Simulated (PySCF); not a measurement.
C4H9LiO (SMILES [Li][O]C(C)(C)C), singlet, geometry from GFN2-xTB (such geometries of metal compounds can be far from the true shape). Base run: BLYP/STO-3G (PySCF).

Geometry (Å):
```xyz
15

Li     0.9528     1.8391     1.9010
O      0.4326     0.8349     0.8630
C     -0.0350    -0.0676    -0.0699
C      1.0100    -1.1735    -0.3009
C     -1.3414    -0.7100     0.4293
C     -0.3079     0.6495    -1.4039
H      0.6589    -1.8950    -1.0339
H      1.2082    -1.6840     0.6391
H      1.9367    -0.7257    -0.6531
H     -1.1555    -1.2180     1.3731
H     -1.7255    -1.4250    -0.2935
H     -2.0844     0.0670     0.5955
H      0.6119     1.1069    -1.7619
H     -1.0455     1.4336    -1.2473
H     -0.6775    -0.0464    -2.1525
```
Charge 0, spin multiplicity 1.
All else is at PySCF's defaults.

Each row names what was changed in the base input (with any setting that the change needs).

| change | E (Eh) | HOMO (eV) | HOMO-LUMO gap (eV) | dipole (D) | core-seconds (rough) | outcome |
|---|---|---|---|---|---|---|
| base | -237.46398 | -2.95 | 2.50 | 0.72 | 5 | converged |
| functional = pbe0 | -237.35299 | -4.25 | 4.50 | 1.19 | 5 | converged |
| functional = b97-1 | -237.56682 | -4.02 | 4.16 | 1.17 | 5 | converged |
| functional = revpbe | ? | ? | ? | ? | 5 | converged |
| functional = x3lyp | -237.49903 | -4.16 | 4.17 | 1.06 | 5 | converged |
| functional = bhandhlyp | -237.49095 | -5.56 | 6.39 | 1.52 | 4 | converged |
| functional = b3lyp; dispersion = d4 | -237.64123 | -4.12 | 4.08 | 1.06 | 6 | converged |
| functional = pbe | ? | ? | ? | ? | 5 | converged |
| functional = b97m_v | - | - | - | - | - | cut at the time limit |
| functional = pw6b95 | -237.93003 | -4.43 | 4.64 | 1.27 | 7 | converged |
| functional = r2scan | -237.49652 | -3.07 | 3.02 | 1.17 | 7 | converged |
| functional = m06l | ? | ? | ? | ? | 7 | converged |
| functional = bp86 | -237.60500 | -3.09 | 2.68 | 0.78 | 5 | converged |

Complete the blanks.


- functional = revpbe, E (Eh): -237.55839
- functional = revpbe, HOMO (eV): -2.92
- functional = revpbe, HOMO-LUMO gap (eV): 2.51
- functional = revpbe, dipole (D): 0.87
- functional = pbe, E (Eh): -237.29166
- functional = pbe, HOMO (eV): -2.99
- functional = pbe, HOMO-LUMO gap (eV): 2.53
- functional = pbe, dipole (D): 0.76
- functional = m06l, E (Eh): -237.53604
- functional = m06l, HOMO (eV): -3.03
- functional = m06l, HOMO-LUMO gap (eV): 3.17
- functional = m06l, dipole (D): 1.16

Absolute energies of different levels of theory aren't comparable as measures of quality.
